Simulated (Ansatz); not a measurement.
The same path of BF₂H₄NO (9 atoms, charge 0, multiplicity 1) was run twice with different band settings. Lost on the way: B1–F2, N6–H9. Made: F2–H9.

Computed with RKS LDA/def2-SVP in Ansatz.

Relaxed end points:

```xyz
9
Properties=species:S:1:pos:R:3
B -0.063 0.124 0.285
F -0.235 -0.632 1.429
F 1.166 -0.127 -0.292
O -1.162 0.187 -0.590
H -1.337 -0.684 -0.985
N 0.034 1.675 0.820
H 0.942 2.075 0.539
H -0.744 2.187 0.375
H -0.062 1.686 1.846
```

```xyz
9
Properties=species:S:1:pos:R:3
B -0.034 0.501 -0.175
F -0.258 -0.177 2.197
F 1.074 -0.206 -0.387
O -1.231 0.119 -0.660
H -1.212 -0.794 -1.001
N 0.069 1.739 0.544
H 0.986 2.191 0.610
H -0.709 2.402 0.473
H -0.148 0.716 1.825
```

Common settings: movable images 5; climbing image yes; spring 5.0 eV/Å²; optimiser quadratic models (default); start path through a guess of the saddle point; iteration limit 60; end points relaxed.

| run | force threshold |
| --- | --- |
| 1 | 0.03 eV/Å |
| 2 | 0.5 eV/Å |

(1) What does each run give, and how far can it be trusted?

## Answers

(1) Run 1: converged after 24 iterations, highest image 1.045 eV above the first end. A vibrational analysis at the climbing image gives one clearly imaginary mode, 365i cm⁻¹: a first-order saddle point.
Run 2: converged after 8 iterations, highest image 1.050 eV above the first end. The threshold of 0.5 eV/Å is loose, so the images may lie well off the minimum-energy path. The order of the stationary point at the top wasn't checked.
The orbitals stay closed-shell, which can raise the energy where a bond breaks towards radicals; this wasn't checked here.
